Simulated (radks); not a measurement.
Results of a calculation; reference values are marked as such.
Question: These are the eigenvalues of the occupied orbitals of an atom or ion with whole-number occupations (hartree). Level of theory: Dirac Kohn-Sham, LB94 model potential, spin-unpolarised, spherical densities, finite nucleus; Fermi nuclear charge, rms radius of each element as measured or else 0.836 A^(1/3) + 0.57 fm (a radial shooting solver on a logarithmic mesh with Libxc functionals).

1s1/2: -3343.057
2s1/2: -607.7945
2p1/2: -585.0461
2p3/2: -499.1604
3s1/2: -153.2828
3p1/2: -142.8273
3p3/2: -123.6105
3d3/2: -106.2479
3d5/2: -102.1636
4s1/2: -41.49796
4p1/2: -36.93724
4p3/2: -32.21970
4d3/2: -24.72852
4d5/2: -23.84253
4f5/2: -14.11323
4f7/2: -13.90512
5s1/2: -13.75715
5p1/2: -12.09481
5p3/2: -11.04031
5d3/2: -8.53669

Which element is it, and in what charge state? The configuration may be excited. Open shells, if any, fill j = l - 1/2 first.

Answer: Z = 83, bismuth, charge +12: Bi12+ in [Xe] 4f14 5d3. The list shows which subshells hold electrons but not how many an open one holds; the 1s level, -3343.1 hartree, gives Z - s = 81.8 by -(Z - s)^2/2, which with screening and relativity narrows Z to a few neighbours, and the depths of the outer levels then fix element, charge and occupations together.
